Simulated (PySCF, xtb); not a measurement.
SeCl2, SMILES Cl[Se]Cl.

xtb with GFN2-xTB at its own geometry gives an orbital gap of 2.84 eV and a dipole moment of 0.03 D.

Geometry: ωB97X-D3(BJ)/def2-TZVP. The isomer is the one that the SMILES or the coordinates give; other isomers of the formula were not compared.

What does PBE/def2-TZVPD (PySCF) give? (Estimate from the structure and the level; the computed values follow.)

gap 2.29 eV (levels -5.79 and -3.50 eV), dipole 0.91 D.
